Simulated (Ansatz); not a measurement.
Reaction (cleavage of the Sn–As bond): `[F][SnH2][AsH2]` + CH₃NH₂ → `C[NH][SnH2][F]` + arsine

Isolated molecules relaxed with PBE0-D4/def2-TZVP in Ansatz; ΔE leaves out vibrations. CCSD(T)/CBS adds triple-zeta CCSD(T) − MP2 to the extrapolated MP2 energy (def2 sets, frozen cores). DFT in def2-TZVPP. def2 core potentials past Kr. For As, Sn outer-core shells are correlated without core-valence functions, which leaves a few kJ/mol of doubt a bond. Scalar relativity is left out up to krypton. Each species was taken in one conformer, which may not be the lowest.

| level | ΔE (kJ/mol) |
| --- | --- |
| revPBE-D4 | 56.6 |
| r2SCANh-D4 | 57.5 |
| PBE0 | 62.3 |
| CCSD(T)/def2-TZVPP | 46.1 |

Task: What does CCSD(T)/CBS give? (Best estimate.)

Result: Ansatz gave: +52.1 kJ/mol. The listed levels differ from it by 4.5, 5.4, 10.2, -6.0 kJ/mol.

Largest T1 diagnostic among the species: 0.013.

Leaving LDA and LC-ωPBE aside and taking each functional with its dispersion term where it has one, the values, not all of them listed here, spread over 13.6 kJ/mol, from B97M-V to HSE06-D4. LDA lies −5.6 kJ/mol from PBE without D4. In def2-TZVPP, CCSD(T) changes the Hartree–Fock value by −6.9 kJ/mol (the triples alone add −1.1 kJ/mol) and MP2 by −5.0 kJ/mol.
